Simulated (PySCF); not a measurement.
C₂H₆FInO. Atoms are numbered in the order given.

```xyz
11

In     0.1051     0.1651     0.2307
F      1.1690     0.0751     1.8900
C     -0.1587    -1.6440    -0.9493
C     -1.0204    -1.4868    -2.2002
H     -0.5779    -2.3787    -0.2444
H      0.8644    -1.9738    -1.1874
H     -0.5981    -0.7537    -2.9059
H     -2.0452    -1.1611    -1.9602
H     -1.1040    -2.4454    -2.7412
O     -0.5111     2.0659     0.0461
H     -1.0458     2.2042    -0.7484
```
Charge 0, spin multiplicity 1.

The structure is a stationary point at B3LYP-D3(BJ)/def2-SVP. The structure was generated by enumeration; whether it is a known compound was not checked. The def2 effective core potentials stand for the cores of In; spin–orbit coupling is left out. Other conformers were not sampled.

Vertical ionisation energy (IE) and electron affinity (EA) in eV. Rows of orbital energies are one-electron estimates. Where ΔSCF, EOM or ADC give a negative EA the extra electron is unbound and the value depends on the basis.

```json
[
 {"level": "−ε(HOMO), −ε(LUMO), M06-2X/def2-TZVP (PySCF)", "IE": "…", "EA": "…"},
 {"level": "−ε(HOMO), −ε(LUMO), PBE/def2-TZVP (PySCF)", "IE": "6.76", "EA": "2.35"}
]
```

**Question.** What belongs in the gaps? (An estimate is asked for; the answer gives what the named calculation found.)

**Answer.** 
- −ε(HOMO), −ε(LUMO), M06-2X/def2-TZVP (PySCF), IE: 9.28
- −ε(HOMO), −ε(LUMO), M06-2X/def2-TZVP (PySCF), EA: 0.78
